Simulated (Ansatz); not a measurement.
## Ligand exchange: InHCl2 + CHBrF2 → InH2Cl + CBrClF2

Species: InHCl2 `[Cl][InH][Cl]`, singlet; CHBrF2 (bromodifluoromethane) `FC(F)Br`, singlet; InH2Cl `[Cl][InH2]`, singlet; CBrClF2 `FC(F)(Cl)Br`, singlet. The partners trade Cl for H: In–Cl and C–H bonds give way to In–H and C–Cl.

Shapes, held fixed at every level: PBE0-D4/def2-TZVP. Programs: Ansatz 0.2.0. The zero-point and thermal change to 298 K, harmonic and unscaled (PBE0-D4/def2-TZVP), is -14.6 kJ/mol.

(1) Estimate ΔH(298 K) of this reaction.

Answers

(1) The highest level, CCSD(T)/def2-TZVPP, gives ΔH(298 K) = +179.5 kJ/mol; the levels span +164.8 to +189.7. The column of differences is taken from that level and isn't an error. No measured value is set beside it here. For atoms past krypton def2 sets carry core potentials with scalar relativity. Relativity is left out for Br. Outer-core shells of Br, In are correlated in most correlated rows, in sets that cover them unevenly.

| level | kind | ΔH(298 K) (kJ/mol) | less CCSD(T)/def2-TZVPP |
| --- | --- | --- | --- |
| PBE-D4/def2-TZVPP | GGA | +164.8 | -14.7 |
| r2SCAN-D4/def2-TZVPP | meta-GGA | +173.6 | -5.9 |
| B3LYP-D4/def2-TZVPP | global hybrid | +177.5 | -2.0 |
| BHLYP-D4/def2-TZVPP | global hybrid | +189.7 | +10.2 |
| PBE0-D4/def2-TZVPP | global hybrid | +174.5 | -5.0 |
| MP2/def2-TZVPP | perturbation theory | +182.0 | +2.5 |
| CCSD/def2-TZVPP | coupled cluster or CI | +183.8 | +4.3 |
| CCSD(T)/def2-TZVPP | coupled cluster or CI | +179.5 | 0.0 |
